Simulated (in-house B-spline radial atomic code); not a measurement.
Atomic self-consistent-field run: As IV (As3+). Level of theory: scalar-relativistic (X2C) PBE, spherical fractional occupations, Fermi nucleus of rms radius 4.0968 fm, inside a hard spherical wall at 2.24 bohr; calculated with an all-electron radial atomic-structure program (B-spline basis).

Command:
```bash
python run_scf.py task.json out
```
Settings (nuclear radius in fm, mass in u):
```
Z                33
configuration    [Ar] 3d10 4s1 4f1
hamiltonian      x2c
method           pbe,pbe
spin_polarised   False
nucleus          fermi
rms_radius       4.0968
atomic_mass      74.92159
speed_of_light   137.035999084
wall_radius      2.24
```

Output (hartree, bohr):
```
 radial grid: 59 intervals, B-splines of order 8, outer radius 2.24 bohr

 iter        energy (Eh)    residual
    1       -2253.233850    3.76e-01
    2       -2253.267755    2.18e-01
    3       -2254.245465    1.58e-02
    4       -2254.248751    6.44e-03
    5       -2254.248823    1.30e-03
    6       -2254.248839    1.03e-03
    7       -2254.248860    3.25e-05
    8       -2254.248860    6.92e-07
    9       -2254.248860    1.12e-08

 total energy                     -2254.24886
 kinetic                            2315.0029
 electron-nucleus                  -5424.3962
 Hartree                             938.6284
 exchange-correlation                -83.4840

 orbital      occ     eigenvalue          <r>       <r^2>       <1/r>       r_max
 1s         2.000      -431.1826    0.0451018  0.00275014     34.1755     0.02928
 2s         2.000       -55.5340     0.202453   0.0484063     7.48682        0.17
 2p         6.000       -48.8175     0.177066   0.0384153     7.23264      0.1361
 3s         2.000        -7.9385     0.599208    0.413996     2.40118      0.5221
 3p         6.000        -5.8622     0.618147    0.448772     2.23073      0.5215
 3d        10.000        -2.4403     0.663352    0.542105     1.92293      0.4773
 4s         1.000        -0.8260       1.3054     1.86407     1.03906       1.354
 4f         1.000         1.8934      1.39502     2.05554    0.769187       1.449
```

Time taken, with all properties: 0.16 s on 1 thread of Arm Neoverse N1, on a shared host.

One-electron X2C: radii and densities carry no picture-change correction, so inner-shell <1/r> comes out high (for 1s by about 2 % at Z = 33, 5 % at 54, 10 % at 75, 30 % at 118) and <r> low.
